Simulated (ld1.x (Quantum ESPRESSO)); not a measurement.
**Cutoff test, Tm (Z = 69), ultrasoft**

- Element: Tm
- Generator: ld1.x (Quantum ESPRESSO) 7.5
- Type: ultrasoft
- Functional: BLYP
- Relativity: scalar-relativistic
- Frozen core: [Kr] 4d10
- Valence charge: 23
- Reference configuration: 4f13 5s2 5p6 5d0 6s2 6p0
- Partial waves: 5s (bound): rcut 1.60, rcutus 2.00 bohr; 6s (bound): rcut 1.60, rcutus 2.00 bohr; 5p (bound): rcut 1.95, rcutus 2.25 bohr; 6p (bound, empty): rcut 1.95, rcutus 2.25 bohr; 5d (bound, empty): rcut 3.20, rcutus 3.80 bohr; 5d channel at 1 Ry: rcut 3.20, rcutus 3.80 bohr; 4f (bound): rcut 0.80, rcutus 0.90 bohr; 4f channel at -0.15 Ry: rcut 0.80, rcutus 0.90 bohr
- Local potential: all-electron potential smoothed inside 2.85 bohr (lloc = -1)
- Core correction: a·sin(br)/r model core, default radius (core density twice the valence density)
- Augmentation charge: PSQ, inside the norm-conserving radii

The pseudo-atom Hamiltonian at the reference potential is diagonalised in spherical Bessel functions j_l(qr) that vanish at 20 bohr, with q² up to the cutoff. All-electron valence levels (Ry): 5s -3.9068, 6s -0.2766, 5p -1.9608, 6p -0.0730, 5d -0.0498, 4f -0.2110.

Problem. How do the lowest levels (Ry) of each channel move with the cutoff, and are there ghosts?

Solution.

```
cutoff (Ry)     s #1     s #2     p #1     p #2     d #1     f #1    f #2  Σ f·Δε (mRy)
          8  -3.8675  -0.2494  -1.9031  -0.0593  -0.0497   0.0910  0.2095        4405.4
         18  -3.9064  -0.2743  -1.9604  -0.0701  -0.0498   0.0910  0.2094        3933.8
         35  -3.9068  -0.2766  -1.9608  -0.0729  -0.0498   0.0910  0.2094        3926.2
         55  -3.9069  -0.2766  -1.9608  -0.0729  -0.0498   0.0910  0.2094        3925.8
         90  -3.9069  -0.2767  -1.9608  -0.0729  -0.0498   0.0910  0.2090        3925.5
        140  -3.9069  -0.2767  -1.9608  -0.0729  -0.0498  -0.1691  0.0911         544.7
        230  -3.9069  -0.2767  -1.9608  -0.0729  -0.0498  -0.2092  0.0911          23.0
        400  -3.9069  -0.2767  -1.9608  -0.0729  -0.0498  -0.2110  0.0911           0.0
```

Result: no extra level below or beside the all-electron valence levels (s, p, d, f tested); 10 mRy is reached at 260 Ry and 1 mRy at over 300 Ry.

Its largest configuration-test error is -890 meV.
